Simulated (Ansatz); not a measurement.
Consider the silylene formation by 1,1-elimination: `C[Si](C)(C)[O][Sn]([F])([F])[F]` → `C[O][Sn]([F])([F])[F]` + `C[Si]C`.

Isolated molecules relaxed with PBE0-D4/def2-TZVP in Ansatz; ΔE leaves out vibrations. CBS: MP2 limit from def2 TZ/QZ plus the TZ coupled-cluster correction, frozen cores. Functionals use def2-TZVPP. Elements past krypton have def2 core potentials. For Sn outer-core shells are correlated without core-valence functions, which leaves a few kJ/mol of doubt a bond. One conformer a species, not always the lowest.

```tsv
level	ΔE (kJ/mol)	difference from CCSD(T)/CBS
revPBE-D4	433.7	-29.0
r2SCAN-D4	473.8	11.1
r2SCANh-D4	477.1	14.4
CAM-B3LYP-D4	461.3	-1.4
B2PLYP	446.5	-16.2
r2SCAN	468.7	6.0
CCSD(T)/def2-SVP	426.7	-36.0
SCS-MP2/def2-TZVPP	461.4	-1.3
HF/def2-QZVPP	442.7	-20.0
MP2/CBS(def2)	486.8	24.1
CCSD(T)/CBS	462.7	0
```

Largest T1 diagnostic among the species: 0.015.

Leaving LDA and LC-ωPBE aside and taking each functional with its dispersion term where it has one, the values, not all of them listed here, spread over 53.1 kJ/mol, from BLYP-D4 to r2SCAN0-D4. LDA lies +42.1 kJ/mol from PBE without D4. From BLYP to BHLYP (50 % exact exchange), in def2-TZVPP and without D4, ΔE moves by +50.3 kJ/mol. The D4 term adds +24.0 kJ/mol with B3LYP and +14.2 kJ/mol with PBE0; it sums over pairs of atoms, weighted by their polarisabilities, and B3LYP, whose exchange is more repulsive, gets the larger term.

CCSD(T)/CBS has its own doubt, a few kJ/mol and more with outer-core shells, so smaller differences from it don't rank the levels.

B3LYP here is the variant with VWN-RPA as its local correlation; programs differ in this.
